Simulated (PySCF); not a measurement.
Estimate the missing entries of this data sheet.

Species: C6H11N.
SMILES: `NCC(/C=C\C)=C`

Conformer (atom-mapped SMILES and torsion angles): `[CH2:1]=[C:2](/[CH:3]=[CH:4]\[CH3:5])[CH2:6][NH2:7]`: C1–C2–C3–C4 -173°, C1–C2–C6–N7 -9°, H–N7–C6–C2 173°, H–N7–C6–C2 -69°.

```json
{"property": "point group", "level": "PBE0-D3(BJ)/def2-SVP", "value": "?"}
{"property": "rotational constants A, B, C", "level": "PBE0-D3(BJ)/def2-SVP", "value": "4.154, 1.727, 1.250 GHz"}
{"property": "dipole moment", "level": "B3LYP/def2-SVPD", "value": "1.71 D"}
{"property": "HOMO energy", "level": "B3LYP/def2-SVPD", "value": "?"}
{"property": "LUMO energy", "level": "B3LYP/def2-SVPD", "value": "?"}
{"property": "lowest singlet excitation", "level": "TDDFT B3LYP/def2-SVPD", "value": "?"}
{"property": "strongest line among the 6 lowest singlet transitions", "level": "TDDFT B3LYP/def2-SVPD", "value": "S2 at 5.48 eV (226 nm, f = 0.568)"}
{"property": "static isotropic polarisability", "level": "B3LYP/def2-SVPD", "value": "?"}
{"property": "electronic spatial extent ⟨r²⟩ about the centre of nuclear charge", "level": "B3LYP/def2-SVPD", "value": "978 bohr²"}
```

Gas-phase values; electronic properties from PySCF, density fitting. The structure is a single PBE0-D3(BJ)/def2-SVP conformer in the gas phase; no vibrational or solvent corrections.

(1) Give the LUMO energy.

(2) What is the point group?

(3) Give the static isotropic polarisability.

(4) The lowest singlet excitation?

(5) What is the HOMO energy?

Results:

(1) -0.77 eV.

(2) C1.

(3) 89.2 au.

(4) 5.16 eV (240 nm, f = 0.007).

(5) -6.15 eV.

In atomic units the dipole is 0.67 e·bohr (1 au = 2.5417 D). The polarisability is 13.22 Å³ as a volume (1 au = 0.148185 Å³), or 1.65 au for each of the 54 electrons. The principal polarisabilities are 60.2, 83.6 and 123.8 au; their mean is the isotropic value. With B = h/(8π²I), that is 505.379 GHz u Å² over I, the principal moments of inertia are 121.7, 292.7 and 404.4 u Å² (most abundant isotopes); the inertial defect Ic − Ia − Ib is -10.0 u Å² (zero for a rigid planar frame, negative otherwise). A dipole of 1.71 D is allowed in C1, and pure rotational transitions are dipole-allowed. The rotational constants make it an asymmetric top with κ = (2B − A − C)/(A − C) = -0.67, nearer the prolate limit (−1).

For the geometry optimisation (PBE0-D3(BJ)/def2-SVP), hardware: one thread of an x86-64 server (shared host). Cost: 72 s wall.
